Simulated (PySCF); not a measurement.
Isomers of C7H13NSi side by side.

PySCF, PBE0/def2-SVPD, density fitting, gas phase; each molecule at its own PBE0-D3(BJ)/def2-SVP geometry, one conformer. Singlet excitations by full TDDFT with frozen cores and triplets by Tamm–Dancoff TDDFT. 

Torsions of the conformers computed, which needn't be the lowest (atom-mapped SMILES):
- `[CH:1]#[C:2][CH2:3][C:4]([CH3:5])([CH3:6])[SiH2:7][N:8]=[CH2:9]`: C2–C3–C4–C5 -62°, C3–C4–Si7–N8 -58°, C4–Si7–N8–C9 -123°
- `[CH2:1]=[C:2]1[CH2:3][CH2:4]/[C:5]1=[CH:6]/[CH2:7][SiH2:8][NH2:9]`: C5–C6–C7–Si8 93°, C6–C7–Si8–N9 -66°, H–N9–Si8–C7 48°, H–N9–Si8–C7 -172°
- `[CH3:1][C:2]#[C:3][Si:4]1([N:5]([CH3:6])[CH3:7])[CH2:8][CH2:9]1`: C3–Si4–N5–C6 -81°
- `[CH:1]#[C:2][SiH2:3][N:4]([CH3:5])[CH2:6][CH2:7][CH:8]=[CH2:9]`: C2–Si3–N4–C5 79°, Si3–N4–C6–C7 91°, N4–C6–C7–C8 -176°, C6–C7–C8–C9 -116°
- `[CH3:1][C:2]#[C:3][C@@H:4]1[CH2:5][Si@H:6]1[N:7]([CH3:8])[CH3:9]`: C5–Si6–N7–C8 164°
- `[CH3:1][C:2]#[C:3][C@@H:4]1[CH2:5][Si@@H:6]1[N:7]([CH3:8])[CH3:9]`: C5–Si6–N7–C8 -61°
- `[CH2:1]=[C:2]1[CH2:3][CH2:4]/[C:5]1=[CH:6]\[CH2:7][SiH2:8][NH2:9]`: C5–C6–C7–Si8 94°, C6–C7–Si8–N9 -53°, H–N9–Si8–C7 -167°, H–N9–Si8–C7 57°
- `[CH2:1]=[C:2]([CH3:3])/[CH:4]=[N:5]/[SiH2:6][C:7](=[CH2:8])[CH3:9]`: C1–C2–C4–N5 180°, C4–N5–Si6–C7 -126°, N5–Si6–C7–C8 -2°

Reference: `C#CCC(C)(C)[SiH2]N=C`, with HOMO energy -7.18 eV, LUMO energy -1.05 eV, lowest singlet excitation 4.06 eV, lowest triplet excitation 3.41 eV, mean polarisability 118.4 au and dipole moment 1.61 D.

Changes against it:

```csv
molecule,Δ electronic energy (kcal/mol),Δ HOMO energy (eV),Δ LUMO energy (eV),Δ lowest singlet excitation (eV),Δ lowest triplet excitation (eV),Δ mean polarisability (au),Δ dipole moment (D)
CC#C[C@@H]1C[Si@H]1N(C)C,+1.8,+1.48,+1.58,+1.09,+1.04,+6.7,+0.05
CC#C[C@@H]1C[Si@@H]1N(C)C,+2.6,+1.27,+1.54,+1.29,+1.27,+3.7,-0.38
C=C1CC/C1=C\C[SiH2]N,-33.3,+1.06,+0.02,+0.60,-0.70,+6.7,-0.98
C=C(C)/C=N/[SiH2]C(=C)C,-28.5,+0.08,-0.50,-0.28,-0.15,+9.1,-0.39
```

Rows whose labels were lost:

```tsv
row	Δ electronic energy (kcal/mol)	Δ HOMO energy (eV)	Δ LUMO energy (eV)	Δ lowest singlet excitation (eV)	Δ lowest triplet excitation (eV)	Δ mean polarisability (au)	Δ dipole moment (D)
P	-33.1	+1.00	+0.06	+0.61	-0.60	+3.3	-0.68
Q	-7.7	+0.87	+1.17	+1.19	+0.96	+3.7	+0.01
R	+0.9	+0.69	+0.83	+1.06	+0.89	+0.6	-0.84
```

Q: Which row belongs to which of `C=C1CC/C1=C/C[SiH2]N`, `CC#C[Si]1(N(C)C)CC1` and `C#C[SiH2]N(C)CCC=C`?

A: P = `C=C1CC/C1=C/C[SiH2]N`, Q = `CC#C[Si]1(N(C)C)CC1` and R = `C#C[SiH2]N(C)CCC=C`. P and Q are told apart most clearly by the electronic energy (-33.1 against -7.7 kcal/mol); P and R are told apart most clearly by the electronic energy (-33.1 against +0.9 kcal/mol); Q and R are told apart most clearly by the electronic energy (-7.7 against +0.9 kcal/mol).
